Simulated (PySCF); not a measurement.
Si(Cl)(Br)(vinyl)(NH2) (C₂H₅BrClNSi), SMILES C=C[Si](N)(Cl)Br. Geometry optimised at PBE-D3(BJ)/def2-SVP. One conformer was computed; it need not be the lowest.

Give the equilibrium geometry at PBE-D3(BJ)/def2-SVP (PySCF confirms it by a frequency run) as bond lengths and angles. (Estimate from the structure and the level; the computed values follow.)

One answer among several that fit: 
Atoms: C1 C2 Si3 N4 Cl5 Br6 H7 H8 H9 H10 H11. Bond lengths (Å): C1–C2 1.348, C1–H7 1.104, C1–H8 1.104, C2–Si3 1.858, C2–H9 1.105, Si3–N4 1.728, Si3–Cl5 2.096, Si3–Br6 2.242, N4–H10 1.024, N4–H11 1.025. Bond angles (°): C2–C1–H7 121.1, C2–C1–H8 122.0, H7–C1–H8 116.9, C1–C2–Si3 121.5, C1–C2–H9 119.9, Si3–C2–H9 118.6, C2–Si3–N4 110.5, C2–Si3–Cl5 107.0, C2–Si3–Br6 111.8, N4–Si3–Cl5 114.5, N4–Si3–Br6 106.0, Cl5–Si3–Br6 107.0, Si3–N4–H10 117.5, Si3–N4–H11 117.7, H10–N4–H11 110.6.
Charge 0, spin multiplicity 1.
